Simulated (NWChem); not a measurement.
# CH₃FMg; SMILES [F][Mg][CH3]

```xyz
6

Mg     0.0000     0.0000    -0.1344
F      0.0000     0.0000    -1.9003
C      0.0000     0.0000     1.9438
H      0.8262    -0.6066     2.3511
H     -0.9384    -0.4122     2.3511
H      0.1122     1.0188     2.3511
```
Atoms are numbered in this order, from 1.

Computed with NWChem. Coordinates come from a PBE0/def2-SVP optimisation. B3LYP is NWChem's, with the RPA form of VWN correlation. Total energies compare along this basis series because the functional is fixed.

```csv
level,basis functions,energy (Ha),highest occupied level (eV),orbital gap (eV),dipole (D)
B3LYP/pcseg-1,53,-339.8696,-7.42,6.23,1.95
B3LYP/aug-pcseg-1,87,-339.8914,-7.46,6.07,2.06
B3LYP/pcseg-2,121,-339.9885,-7.40,6.04,2.04
B3LYP/STO-3G,22,-335.4208,-2.32,8.54,0.35
B3LYP/def2-SVP,61,-339.7374,-7.38,6.13,2.05
```
